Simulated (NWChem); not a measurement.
Molecule: MgSi$_{2}$H$_{6}$; SMILES [SiH3][Mg][SiH3]

```xyz
9

Mg    -0.0001     0.0000     0.0008
Si    -0.0020     2.5892     0.0015
H     -1.3480     3.1724     0.3296
H      0.3857     3.1760    -1.3269
H      0.9533     3.1759     1.0027
Si    -0.0020    -2.5892     0.0015
H      0.6530    -3.1764    -1.2172
H     -1.3868    -3.1724     0.0432
H      0.7247    -3.1754     1.1795
```
Atoms are numbered in this order, from 1.

Coordinates come from a PBE0/def2-SVP optimisation.

Question: List the 4 lowest vertical singlet excitations from CAM-B3LYP/def2-SVPD, TDA (NWChem).

Answer: 
```tsv
state	energy (eV)	oscillator strength	leading excitation (squared amplitude)
S1	4.20	0.000	HOMO → LUMO (0.97)
S2	4.20	0.000	HOMO → LUMO+1 (0.97)
S3	5.39	0.942	HOMO → LUMO+2 (0.95)
S4	6.21	0.234	HOMO−1 → LUMO (0.96)
```
